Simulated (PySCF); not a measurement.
These compounds are isomers of formula C7H10O2.

A. `C=CC(=C)[C@H](C=O)OC`
B. `C/C=C/C=C\OC(C)=O`
C. `CC1=C[C@@](C)(C(=O)O)C1`
D. SMILES O(C)[C@@H]1CCC=CC1=O

Spectrum 1. ¹³C{¹H} NMR (computed): δ 171.7 (C), 139.4 (CH), 137.5 (CH), 131.5 (CH), 119.2 (CH), 23.3 (CH3), 22.8 (CH3).

Spectrum 2. ¹³C{¹H} NMR (computed): δ 200.9 (C), 160.3 (CH), 134.1 (CH), 83.9 (CH), 59.3 (CH3), 34.5 (CH2), 26.3 (CH2).

Spectrum 3. ¹³C{¹H} NMR (computed): δ 180.4 (C), 159.4 (C), 141.7 (CH), 48.8 (C), 42.9 (CH2), 23.6 (CH3), 20.0 (CH3).

Spectrum 4. ¹³C{¹H} NMR (computed): δ 201.6 (CH), 146.5 (C), 142.9 (CH), 126.1 (CH2), 125.3 (CH2), 88.5 (CH), 56.9 (CH3).

[PySCF: NMR shieldings at PBE0/pcSseg-1/GIAO; GFN2-xTB structure; no solvent; fast rotation and ring inversion assumed for equivalent nuclei; single conformer; no relativistic terms]

δ = σ(ref) − σ, references computed at the same level: ¹³C vs TMS. Acid and N–H amide carbonyl carbons lie up to 10 ppm further downfield in solution (hydrogen bonding). Shifts are as computed. Against solution values, carbons near 30 ppm lie about +3 ppm off and those near 130 ppm about +5 ppm. Of 1211 compounds with measured shifts, 218 miss one by over three times the rms of a fit or turn the order of signals round; such compounds aren't used in these exercises.

Q: Which spectrum belongs to which compound?

A: 1–B, 2–D, 3–C, 4–A.

- Spectrum 1 (B): 7 ¹³C signals; δC 171.7 is an ester carbonyl carbon; δC 139.4 is an alkene carbon bearing oxygen.
- Spectrum 2 (D): 7 ¹³C signals; δC 200.9 is a ketone carbonyl carbon; δC 160.3 is a β carbon of a C=C–C=O unit.
- Spectrum 3 (C): 7 ¹³C signals; δC 180.4 is a carboxylic acid carbon; δC 159.4 is a fully substituted alkene carbon.
- Spectrum 4 (A): 7 ¹³C signals; δC 201.6 is an aldehyde carbonyl carbon; δC 146.5 is a fully substituted alkene carbon.
